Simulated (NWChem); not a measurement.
Correlation energy of HS2

SMILES: S[S]
```xyz
3

S      0.4306     0.9351     0.0000
S     -0.4677    -0.8295     0.0000
H      0.5935    -1.6883     0.0000
```
Charge 0, spin multiplicity 2.

Everything below was run with NWChem. All single points use one geometry, from UPBE0/def2-SVP, a minimum by its harmonic frequencies.

Basis set: cc-pVDZ. Each correlation energy counts from its own Hartree-Fock reference.

```tsv
method	correlation energy (mHa)
SCS-UMP2	-239.7
CCSD[T] on ROHF	-290.2
UMP2	-244.2
CCSD on UHF	-276.3
CCSD[T] on UHF	-285.1
URI-MP2	-244.2
CCSD(T) on UHF	-284.6
CCSD on ROHF	-281.0
CCSDT on ROHF	-290.4
CCSD(T) on ROHF	-289.6
```

The values span 50.7 mHa, from CCSDT on ROHF (lowest) to SCS-UMP2 (highest). 

The correlated methods keep 10 core orbitals frozen. The structure started from a generated list of species. The unpaired electrons of the parent sit in orbitals of symmetry a" (Cs labels of the run); other states weren't searched. The stability of the SCF solutions was not checked. Open-shell Hartree-Fock references start from PBE0 orbitals. No row is a measurement; the coupled-cluster row has its own basis-set and correlation limits.
